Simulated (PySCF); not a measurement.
Geometry (Å), atoms numbered from 1 in this order:
```xyz
25

C    -3.5849   -0.8759    0.2824
C    -2.7801    0.3597    0.6633
C    -1.3028    0.2439    0.3322
C    -0.4785   -0.8509    1.0698
C     0.9371   -0.2006    1.1474
C     1.8738   -0.6578    0.0567
C     3.0075    0.1987   -0.4212
C     1.8570   -0.0936   -1.3377
Si    0.0229    1.4616    0.9339
H    -4.6513   -0.7592    0.5304
H    -3.2186   -1.7712    0.8093
H    -3.5128   -1.0786   -0.7985
H    -3.1995    1.2441    0.1532
H    -2.8962    0.5559    1.7444
H    -1.1712    0.1087   -0.7567
H    -0.4818   -1.8396    0.5790
H    -0.8863   -0.9935    2.0856
H     1.4240   -0.3545    2.1237
H     2.0958   -1.7321    0.1074
H     3.0824    1.2102   -0.0097
H     3.9726   -0.2728   -0.6235
H     1.1695    0.7254   -1.5701
H     2.0163   -0.7812   -2.1724
H     0.5529    2.5411    0.0385
H    -0.3190    2.0785    2.2549
```

Geometry: PBE0-D3(BJ)/def2-SVP; GIAO shifts from PySCF 2.14, gas phase, non-relativistic, averaged over equivalent atoms.

At PBE0/pcSseg-1 (240 basis functions, 98 s wall time on 1 thread of an Arm Neoverse N1, shared host):
```tsv
atoms	δ (ppm)
C4	37.7
C2	29.4
C3	27.1
C5	26.4
C1	15.7
C6	14.6
C7	5.1
C8	5.1
Si9	-32.9
H24	4.52
H25	4.30
H16	2.46
H17	1.94
H18	1.94
H15	1.60
H13	1.42
H14	1.24
H10/H11/H12	0.89
H19	0.78
H21	0.52
H22	0.50
H23	0.47
H20	-0.12
```

Chemical shifts δ = σref − σ; $^{13}$C (σ = 184.41 ppm) and $^{29}$Si (σ = 351.99 ppm) and $^{1}$H (σ = 31.27 ppm) vs TMS, all at this level.

Task: Estimate the result of repeating the calculation with KT2/pcSseg-1.

Result: 
| atoms | δ at KT2/pcSseg-1 | change |
| --- | --- | --- |
| C4 | 41.1 | +3.4 |
| C2 | 32.1 | +2.7 |
| C3 | 31.1 | +4.0 |
| C5 | 30.2 | +3.8 |
| C1 | 16.2 | +0.5 |
| C6 | 15.7 | +1.1 |
| C7 | 5.2 | +0.1 |
| C8 | 5.3 | +0.2 |
| Si9 | -35.3 | -2.4 |
| H24 | 4.74 | +0.22 |
| H25 | 4.39 | +0.09 |
| H16 | 2.69 | +0.23 |
| H17 | 2.19 | +0.25 |
| H18 | 2.21 | +0.27 |
| H15 | 1.85 | +0.25 |
| H13 | 1.58 | +0.16 |
| H14 | 1.36 | +0.12 |
| H10/H11/H12 | 0.90 | +0.01 |
| H19 | 0.86 | +0.08 |
| H21 | 0.53 | +0.01 |
| H22 | 0.55 | +0.05 |
| H23 | 0.48 | +0.01 |
| H20 | -0.16 | -0.04 |

δ = σ(ref) − σ, references computed at the same level: $^{13}$C (σref 183.22) and $^{29}$Si (σref 361.05) and $^{1}$H (σref 31.18) vs TMS.

The largest change is at C3 (sp3 CH bonded to Si). Cost: 240 basis functions, 2.1 min wall time on 1 thread of an Arm Neoverse N1, shared host. The order of the carbon signals changes between the two levels.
